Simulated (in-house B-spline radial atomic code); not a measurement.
Cd⁺. Computed with a B-spline radial atomic code. Model: all-electron spherical atom, spin shells full or empty, radial basis limit, no spin-orbit coupling: exact exchange with a local potential (Slater, KLI or optimised effective potential, whose far tail is KLI's), no correlation.

Empty minority-spin level lies below the highest occupied level: each spin potential is zero at infinity, spin occupations fixed.

The run also made RPA and GW results, which its time includes.

The Slater potential averages the orbital exchange potentials with the orbital densities as weights, KLI adds orbital constants, and the optimised effective potential minimises the exact-exchange energy among local potentials. So their energies lie above Hartree-Fock in the order OEP, KLI, Slater. All fall off as −1/r, unlike LDA and GGA exchange.

Command:
```bash
python run_gw.py task.json out
```
Settings (lengths in bohr, energies in hartree):
```
Z                      48
electrons              47
configuration          [Kr] 4d10 5s1
hamiltonian            nr
method                 kli
lmax                   9
spin_polarised         True
box_radius             23.78
intervals              78
ion_configuration      [Kr] 4d10
```

Cost of the run: 24 s on 1 thread of Arm Neoverse N1, on a shared host.

Given: hamiltonian non-relativistic; mean-field start exchange-only KLI.

Computed: energy above Hartree-Fock 21.866 millihartree; virial ratio -E/T less 1 0.000347.

```csv
radius (bohr),r times exchange potential up (hartree bohr),r times exchange potential down (hartree bohr)
0.00104,-0.039218,-0.039412
0.00132,-0.049711,-0.049958
0.00167,-0.06277,-0.063082
0.00212,-0.079434,-0.07983
0.00268,-0.099936,-0.10044
0.00339,-0.12548,-0.12612
0.0043,-0.15735,-0.15816
0.00544,-0.19571,-0.19673
0.00689,-0.2416,-0.2429
0.00873,-0.29479,-0.29643
0.0111,-0.35449,-0.35658
0.014,-0.41405,-0.4167
0.0177,-0.46975,-0.47312
0.0225,-0.51289,-0.51721
0.0284,-0.53247,-0.53797
0.036,-0.53142,-0.53847
0.0456,-0.54307,-0.55205
0.0578,?,?
0.0732,-0.75615,-0.77041
0.0926,-0.87847,-0.89653
0.117,-0.93261,-0.95569
0.149,-0.90573,-0.93572
0.188,-0.9265,-0.9646
0.238,-1.1215,-1.169
0.302,-1.3072,-1.3671
0.382,-1.297,-1.373
0.484,-1.0487,-1.1457
0.613,-0.90607,-1.0288
0.776,-1.1749,-1.3353
0.983,-1.3576,-1.5648
1.25,-1.3309,-1.5888
1.58,-1.1615,-1.4648
2,-0.98039,-1.3019
2.53,-0.90297,-1.1737
3.2,-0.91947,-1.0933
4.06,?,?
5.14,-0.98077,-1.0252
```

(1) What belongs in the row 0.0578?

(2) What belongs in the row 4.06?

| occupied | level (hartree) | Hartree-Fock level (hartree) |
| --- | --- | --- |
| 1s up | -942.61 | -955.62 |
| 1s down | -942.8 | -955.62 |
| 2s up | ? | ? |
| 2s down | -137.59 | -142.31 |
| 2p up | -128.1 | -132.35 |
| 2p down | -128.29 | -132.35 |
| 3s up | -25.942 | -28.011 |
| 3s down | -26.141 | -28.007 |
| 3p up | -22.17 | -23.899 |
| 3p down | -22.369 | -23.898 |
| 3d up | -15.196 | -16.373 |
| 3d down | -15.396 | -16.374 |
| 4s up | -3.9995 | -4.7555 |
| 4s down | -4.2046 | -4.7472 |
| 4p up | ? | ? |
| 4p down | -3.0008 | -3.3568 |
| 4d up | -0.86928 | -1.0687 |
| 4d down | -1.0633 | -1.0641 |
| 5s up | -0.55232 | -0.54943 |

(3) What belongs in the row 2s up?

(4) What belongs in the row 4p up?

```json
{"empty": "5s down", "level (hartree)": "-0.6563"}
{"empty": "5p down", "level (hartree)": "?"}
{"empty": "5p up", "level (hartree)": "-0.37528"}
{"empty": "6s down", "level (hartree)": "-0.24895"}
{"empty": "6s up", "level (hartree)": "-0.23045"}
{"empty": "5d down", "level (hartree)": "-0.22084"}
{"empty": "5d up", "level (hartree)": "-0.20252"}
{"empty": "6p down", "level (hartree)": "-0.1948"}
```

(5) What belongs in the row 5p down?

Results:

(1) r times exchange potential up (hartree bohr): -0.62176; r times exchange potential down (hartree bohr): -0.63309.

(2) r times exchange potential up (hartree bohr): -0.95688; r times exchange potential down (hartree bohr): -1.048.

(3) level (hartree): -137.39; Hartree-Fock level (hartree): -142.31.

(4) level (hartree): -2.7967; Hartree-Fock level (hartree): -3.3573.

(5) level (hartree): -0.44514.

The highest level, 5s up, differs from Hartree-Fock by -0.079 eV and the deepest, 1s down, by +349 eV: a local potential can match the highest level but can't give each shell its own exchange.
